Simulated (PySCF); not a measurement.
Working out the ionisation energy of Te⁺

Te⁺ [Kr] 4d10 5s2 5p3 (4S) → Te²⁺ [Kr] 4d10 5s2 5p2 (3P). Calculation: PySCF 2.14, in x2c-SVPall (6s5p3d, 36 functions); scalar relativity by spin-free X2C-1e. Frozen: [Kr] 4d10. Energies in hartree (1 hartree = 27.21139 eV):

```json
{"part": "UHF", "Te⁺ (lower)": "-6789.838913", "Te²⁺ (upper)": "-6789.161090"}
{"part": "CCSD correlation", "Te⁺ (lower)": "-0.056813", "Te²⁺ (upper)": "-0.047507"}
{"part": "(T)", "Te⁺ (lower)": "-0.000513", "Te²⁺ (upper)": "-0.000394"}
```

Problem. What does Hartree-Fock give?

Solution. (-6789.161090) − (-6789.838913) = 0.677823 hartree = 18.445 eV.

Problem. What do CCSD and CCSD(T) give?

Solution. The CCSD correlation energies differ by 0.009306 hartree = 0.253 eV and the triples by 0.000119 hartree = 0.003 eV, so CCSD gives 18.698 eV and CCSD(T) 18.701 eV.

Reference: 18.6 ± 0.4 eV (measured; NIST Atomic Spectra Database, ionization energies), between the lowest levels; spin-orbit coupling is absent from the calculation.

A double-zeta basis recovers only part of the correlation energy.

What remains against the reference includes basis incompleteness, the frozen core and higher excitations.
